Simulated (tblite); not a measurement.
Record of a relaxation.

Species: C₉H₁₀Se.
Numbering: `[CH3:1][Se:2][C:3]1=[CH:4][C@H:5]2[CH:6]=[CH:7][C@@H:8]1[CH:9]=[CH:10]2` (hydrogens: H11, H12, H13 on C1; H14 on C4; H15 on C5; H16 on C6; H17 on C7; H18 on C8; H19 on C9; H20 on C10)

Computed with GFN2-xTB (tblite), gas phase: L-BFGS steps from a force-field or distance-geometry start until the largest atomic force falls under 0.01 eV/Å. 4 of its 87 geometries are shown.

Step 0: E = -747.0723 eV, largest atomic force 2.352 eV/Å
```
atom  x, y, z in Å  |  force x, y, z in eV/Å
C1      3.315    0.766    0.819   -0.329   1.254  -0.100
Se2     2.176   -0.760    1.131   -0.061  -0.963   0.526
C3      0.485   -0.406    0.339    0.515   1.792  -1.433
C4      0.368    0.458   -0.718    0.167  -1.531   1.738
C5     -1.027    0.564   -1.266    0.124  -0.727   0.990
C6     -1.410   -0.883   -1.483   -0.147  -0.771   0.504
C7     -1.336   -1.692   -0.425    0.004   0.053  -0.539
C8     -0.790   -1.045    0.839   -0.161   0.453  -1.380
C9     -1.723    0.116    1.016   -0.593   1.369  -0.390
C10    -1.835    0.935   -0.045   -0.369  -0.185   1.221
H11     4.354    0.444    0.657   -0.500   0.116   0.188
H12     3.201    1.442    1.702    0.385  -0.497  -0.644
H13     2.934    1.316   -0.066    0.407  -0.355   0.436
H14     1.206    0.992   -1.101    0.059   0.183  -0.368
H15    -1.141    1.211   -2.116   -0.057   0.187  -0.260
H16    -1.722   -1.253   -2.428   -0.220   0.093  -0.562
H17    -1.640   -2.730   -0.444    0.202   0.194   0.081
H18    -0.689   -1.702    1.675    0.138  -0.299   0.460
H19    -2.276    0.292    1.940    0.350  -0.228  -0.332
H20    -2.456    1.820   -0.029    0.087  -0.138  -0.135
```

Step 29: E = -747.4502 eV, largest atomic force 0.060 eV/Å
```
atom  x, y, z in Å  |  force x, y, z in eV/Å
C1      3.272    0.746    0.863   -0.018  -0.024   0.000
Se2     2.099   -0.759    1.297    0.015  -0.005   0.011
C3      0.533   -0.329    0.312    0.007   0.019  -0.036
C4      0.379    0.464   -0.741   -0.010  -0.018   0.028
C5     -1.057    0.532   -1.226    0.015  -0.007   0.000
C6     -1.451   -0.905   -1.502    0.015   0.014  -0.013
C7     -1.292   -1.705   -0.462   -0.005   0.004   0.003
C8     -0.757   -0.998    0.764    0.030   0.009  -0.009
C9     -1.706    0.152    1.027   -0.005  -0.002   0.007
C10    -1.869    0.948   -0.015    0.007   0.017   0.010
H11     4.283    0.364    0.771    0.058  -0.007   0.012
H12     3.219    1.480    1.661   -0.008   0.030   0.026
H13     2.951    1.183   -0.074    0.000  -0.010  -0.053
H14     1.137    1.030   -1.250    0.007   0.005   0.008
H15    -1.179    1.192   -2.082   -0.024  -0.004  -0.003
H16    -1.810   -1.190   -2.474   -0.010   0.004   0.006
H17    -1.501   -2.758   -0.431    0.005   0.008   0.009
H18    -0.605   -1.653    1.621   -0.035  -0.013   0.012
H19    -2.164    0.264    1.992   -0.018  -0.019  -0.006
H20    -2.487    1.825   -0.054   -0.026  -0.001  -0.009
```

Step 57: E = -747.5022 eV, largest atomic force 0.141 eV/Å
```
atom  x, y, z in Å  |  force x, y, z in eV/Å
C1      3.338    0.653    0.761    0.056  -0.015  -0.050
Se2     2.068   -0.709    1.339   -0.008   0.058   0.027
C3      0.503   -0.249    0.366    0.101   0.013   0.009
C4      0.345    0.583   -0.658   -0.049  -0.041   0.029
C5     -1.086    0.594   -1.174    0.009  -0.037  -0.005
C6     -1.400   -0.857   -1.504   -0.041   0.017   0.037
C7     -1.234   -1.678   -0.482    0.013   0.014   0.007
C8     -0.765   -0.982    0.778    0.091   0.028  -0.048
C9     -1.782    0.105    1.046    0.022   0.002  -0.009
C10    -1.950    0.929    0.027   -0.060  -0.089  -0.065
H11     4.279    0.418    1.254   -0.030   0.045   0.012
H12     2.991    1.638    1.059   -0.049   0.009   0.051
H13     3.475    0.613   -0.315   -0.041  -0.068  -0.062
H14     1.100    1.195   -1.124   -0.094  -0.070   0.078
H15    -1.236    1.269   -2.015    0.042  -0.013   0.031
H16    -1.728   -1.133   -2.492    0.033   0.046   0.062
H17    -1.387   -2.742   -0.473   -0.014   0.016  -0.056
H18    -0.602   -1.652    1.626   -0.028   0.014  -0.064
H19    -2.284    0.141    1.995   -0.018   0.039  -0.001
H20    -2.648    1.747   -0.018    0.064   0.034   0.016
```

Step 86: E = -747.5263 eV, largest atomic force 0.009 eV/Å
```
atom  x, y, z in Å  |  force x, y, z in eV/Å
C1      3.288    0.644    0.689    0.003  -0.007  -0.001
Se2     2.047   -0.645    1.461   -0.004   0.003   0.008
C3      0.506   -0.268    0.427   -0.003   0.001  -0.002
C4      0.367    0.577   -0.588   -0.007   0.002   0.001
C5     -1.045    0.605   -1.143   -0.003   0.000  -0.001
C6     -1.362   -0.832   -1.506    0.001  -0.001  -0.002
C7     -1.217   -1.675   -0.498    0.007   0.000  -0.002
C8     -0.773   -1.007    0.786   -0.001   0.002   0.000
C9     -1.790    0.083    1.051    0.001   0.003   0.001
C10    -1.935    0.923    0.042    0.000   0.002   0.001
H11     4.218    0.566    1.246    0.001   0.001  -0.008
H12     2.872    1.643    0.792    0.001  -0.002   0.001
H13     3.457    0.399   -0.356    0.006   0.004  -0.002
H14     1.125    1.206   -1.017   -0.001  -0.007   0.004
H15    -1.161    1.298   -1.974    0.002   0.004   0.002
H16    -1.671   -1.083   -2.504    0.004  -0.001  -0.003
H17    -1.381   -2.736   -0.526    0.001   0.000   0.003
H18    -0.641   -1.699    1.618    0.000   0.002   0.000
H19    -2.309    0.119    1.991   -0.002  -0.004   0.000
H20    -2.599    1.768    0.008   -0.004  -0.001   0.000
```

**Question.** Summarise the path.

**Answer.** The energy falls by 43.81 kJ/mol from step 0 to step 86; nine tenths of that is first reached at step 50. It rises by more than 0.2 meV at step 43. The largest force goes from 2.352 to 0.009 eV/Å. Among the bonds C3=C4 changes most, from 1.371 to 1.328 Å; the atoms move by 0.395 Å rms after alignment.

The cost below is that of the whole relaxation. The run took 0.67 s on one thread, Arm Neoverse V2 (aarch64), shared host.
